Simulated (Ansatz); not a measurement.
Basis sets compared for Be₅S₄⁺. Total charge 1; doublet. Geometry PBE-D4/def2-SVP. Ansatz on 4 threads of Intel Xeon on a shared host; times are rough, and most runs start from earlier orbitals.

```xyz
9

Be   -0.824   -1.408   -0.267
Be   -1.223   -0.484   -3.076
Be   -0.525    1.332   -0.816
Be    0.881   -1.143    1.645
Be    1.170    1.478    1.115
S     1.085    0.428    2.698
S    -1.958   -0.027   -1.190
S     0.422   -2.595    0.454
S     0.971    2.419   -0.563
```

Another isomer (doublet) lies 1.03 eV lower at PBE0-D4/def2-TZVP; other spin states weren't run for this one.

```tsv
level	functions	energy (Eh)	HOMO (eV)	LUMO (eV)	wall time
HF/STO-3G	61	-1645.2834	-11.48	-1.33	3.9 s
PBE-D4/def2-SVP	117	-1665.1470	-9.89	-7.86	5 s
PBE0-D4/def2-SVP	117	-1665.3047	-10.97	-7.15	9 s
```

Question: Estimate the rows for HF/def2-TZVP, PBE-D4/def2-TZVP (with forces), PBE0-D4/def2-TZVP.

Answer: 
```json
{"level": "HF/def2-TZVP", "functions": "243", "energy (Eh)": "-1663.4760", "HOMO (eV)": "-13.69", "LUMO (eV)": "-3.93", "wall time": "23 s"}
{"level": "PBE-D4/def2-TZVP (with forces)", "functions": "243", "energy (Eh)": "-1665.7858", "HOMO (eV)": "-9.83", "LUMO (eV)": "-7.72", "wall time": "17 s"}
{"level": "PBE0-D4/def2-TZVP", "functions": "243", "energy (Eh)": "-1665.9432", "HOMO (eV)": "-10.90", "LUMO (eV)": "-6.98", "wall time": "30 s"}
```
